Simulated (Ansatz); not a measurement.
`CO[Si](O)Cl` radical, relaxed with UKS PBE0-D4/def2-TZVP in the Gaussian-basis code of Ansatz from a PBE-D4/def2-SVP geometry. The force threshold is 0.005 eV/Å; the program also tests the step.

The species carries charge 0 and has multiplicity 2.

Start:

```xyz
9

C    -1.392   -0.456    0.177
O    -0.070   -0.473   -0.336
Si    0.939    0.853   -0.540
O     2.466    0.207   -0.743
Cl    0.859    2.043    1.199
H    -1.483    0.211    1.061
H    -1.657   -1.489    0.483
H    -2.124   -0.126   -0.593
H     2.462   -0.770   -0.707
```

(1) How much energy does the relaxation release, and in how many steps? (Best estimate.)

(2) Which bonds change most? (Estimate.)

(3) Give the relaxed structure. (An estimate is asked.)

## Answers

(1) Ansatz gave: 8.84 kJ/mol, in 15 steps, 1 of them rejected.

(2) The calculation gave: O2–Si3 from 1.678 to 1.634 Å; Si3–O4 from 1.671 to 1.631 Å; Si3–Cl5 from 2.109 to 2.071 Å; C1–H8 from 1.112 to 1.094 Å.

(3) Computed: 
```xyz
9

C    -1.395   -0.456    0.190
O    -0.061   -0.486   -0.277
Si    0.907    0.804   -0.539
O     2.409    0.212   -0.777
Cl    0.867    2.048    1.116
H    -1.479    0.136    1.105
H    -1.696   -1.482    0.401
H    -2.066   -0.041   -0.567
H     2.514   -0.735   -0.652
```
